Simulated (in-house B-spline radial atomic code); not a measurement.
## How G0W0 and RPA depend on the start: the chromium ion Cr⁹⁺

Configuration [Ne] 3s2 3p3, highest spin. Computed with a B-spline radial code for spherical atoms: all electrons, non-relativistic, point nucleus, each spin shell either full or empty, empty states to l = 9 with an (l + 1/2)⁻⁴ tail; G0W0 by contour deformation at full frequency.

| start | mean-field 3p up (eV) | G0W0 (eV) | QP weight | RPA correlation (Eh) |
| --- | --- | --- | --- | --- |
| Hartree-Fock | -242.35 | -242.93 | 0.978 | -0.89996 |
| PBE | -229.05 | ? | ? | ? |
| BLYP | -228.81 | ? | ? | ? |
| LDA exchange-only | -227.24 | -242.49 | 0.955 | -1.0092 |
| CAM-B3LYP | -233.85 | -242.63 | 0.967 | -0.96824 |

Task: What G0W0 level, weight and RPA correlation energy follow from the BLYP start?

Result: G0W0 level -242.41 eV, weight 0.957, RPA correlation -1.0084 hartree.

Task: What G0W0 level, weight and RPA correlation energy follow from the PBE start?

Result: G0W0 level -242.44 eV, weight 0.957, RPA correlation -1.0078 hartree.

Task: How much of the dependence on the start does G0W0 remove?

Result: The mean-field levels span 15.1 eV and the G0W0 levels 0.517 eV. Against 244.5 ± 0.5 eV (NIST, semi-empirical) the G0W0 removal energies are off by -2.09 to -1.57 eV, with relativity, Breit and QED terms left out.
